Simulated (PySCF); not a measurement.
## Exercise with solution: oscillator strength and radiative lifetime

CH9ClN2Si2, SMILES C[Si@@](N)(Cl)[SiH2]N.

The structure is a stationary point at r2SCAN-D4/def2-SVP. The structure was generated by enumeration; whether it is a known compound was not checked. Other conformers were not sampled.

TDA-B3LYP/def2-SVPD (PySCF) puts the first singlet state with f over 0.02 at 5.41 eV (vertical), with the transition dipole (0.342, -0.137, -0.302) in atomic units.

Problem. Find the oscillator strength, the wavelength and the radiative lifetime that this transition would have in vacuum if emission retraced absorption.

Solution. 
|μ|² = 0.2269 au, so |μ| = 1.21 D. ΔE = 5.41/27.211 = 0.1988 hartree. f = (2/3) ΔE |μ|² = 0.030 (the program prints 0.030).
λ = 1239.84/5.41 = 229 nm; ν = 43635 cm⁻¹.
Einstein's coefficient A = 0.6670 ν² f s⁻¹ (ν in cm⁻¹) = 3.8e7 s⁻¹, so τ = 1/A = 26 ns. This state is S1. The figure is the radiative limit of this one transition; relaxation, internal conversion, crossing to triplets and a medium change what is measured.
